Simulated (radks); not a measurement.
Valence configurations of Nb3+ (all share [Kr]). Calculated with a radial shooting solver on a logarithmic mesh with Libxc functionals: scalar-relativistic Kohn-Sham, r2SCAN, spin-unpolarised, spherical densities, finite nucleus; meta-GGA in the generalised Kohn-Sham scheme; Fermi nuclear charge, rms radius 4.324 fm. Order these by energy: 4d2; 4d0.5 5s0.5 5p1; 4d1 5s1; 4d1.5 5p0.5; 5s1 5p1; 4d1.5 5s0.5; 4d1 5p1; 5s2.

Answer. From the lowest, in eV above it: 4d2 0.000; 4d1.5 5s0.5 2.964; 4d1.5 5p0.5 5.814; 4d1 5s1 6.128; 4d1 5p1 12.018; 5s2 13.190; 4d0.5 5s0.5 5p1 15.674; 5s1 5p1 19.583. NIST lists [Kr] 4d2 as the ground configuration; this level of theory agrees among the configurations tried. The energies are those of spherical spin-averaged densities, not of single terms.
